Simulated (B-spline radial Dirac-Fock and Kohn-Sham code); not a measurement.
# The Kr-like isoelectronic sequence (36 electrons), Z = 35 to 50

These are calculated numbers from a radial B-spline solver; the model is Dirac-Fock (average of configuration) total-energy differences with a finite nucleus, the Breit interaction including its frequency dependence, and self-energy and vacuum-polarisation corrections. Binding energies in eV, tabulated ground configurations ([Ar] 3d10 4s2 4p6 throughout). Electron correlation is not included.

| ion | 1s | 2s | 2p3/2 | 3s | outermost level | NIST ionisation energy |
| --- | --- | --- | --- | --- | --- | --- |
| Br⁻ | 13471.0 | 1785.9 | 1548.3 | 257.7 | 2.38 (4p3/2) | – |
| Kr | 14326.1 | 1930.7 | 1679.3 | 295.9 | 13.01 (4p3/2) | 13.99961 |
| Rb⁺ | 15212.0 | 2084.2 | 1818.3 | 338.4 | 26.26 (4p3/2) | 27.28954 |
| Sr²⁺ | 16128.4 | 2246.0 | 1964.8 | 384.9 | 41.81 (4p3/2) | 42.88353 |
| Zr⁴⁺ | 18052.8 | 2594.0 | 2279.8 | 489.1 | 79.20 (4p3/2) | 80.348 ± 0.007 |
| Nb⁵⁺ | 19061.1 | 2780.1 | 2448.1 | 546.7 | 100.9 (4p3/2) | 102.069 ± 0.006 |
| Mo⁶⁺ | 20100.2 | 2974.2 | 2623.4 | 607.8 | 124.5 (4p3/2) | 125.638 ± 0.025 |
| Tc⁷⁺ | 21170.4 | 3176.4 | 2805.9 | 672.4 | 149.9 (4p3/2) | 150 ± 2.1 |
| Ru⁸⁺ | ? | ? | ? | ? | ? | ? |
| Rh⁹⁺ | 23404.5 | 3605.1 | 3191.8 | 812.2 | 206.4 (4p3/2) | 207.51 ± 0.05 |
| Pd¹⁰⁺ | 24568.9 | 3831.6 | 3395.3 | 887.3 | 237.4 (4p3/2) | 238.57 ± 0.12 |
| Ag¹¹⁺ | 25765.1 | 4066.4 | 3605.8 | 965.9 | 270.2 (4p3/2) | 271.46 ± 0.12 |
| Cd¹²⁺ | 26993.4 | 4309.4 | 3823.2 | 1048.0 | 304.8 (4p3/2) | 305 ± 3 |
| In¹³⁺ | 28254.0 | 4560.8 | 4047.6 | 1133.6 | 341.1 (4p3/2) | 341 ± 3 |
| Sn¹⁴⁺ | 29547.2 | 4820.5 | 4279.0 | 1222.7 | 379.3 (4p3/2) | 379 ± 3 |

**Question.** Fill in the row of Ru⁸⁺.

**Answer.** 1s 22271.7, 2s 3386.7, 2p3/2 2995.4, 3s 740.6, outermost 177.2 (4p3/2), NIST 178.41 ± 0.05 eV.

NIST's values are for the lowest levels; a dash marks a value that is missing or belongs to another shell. Their kind here: measured, semi-empirical, theoretical.
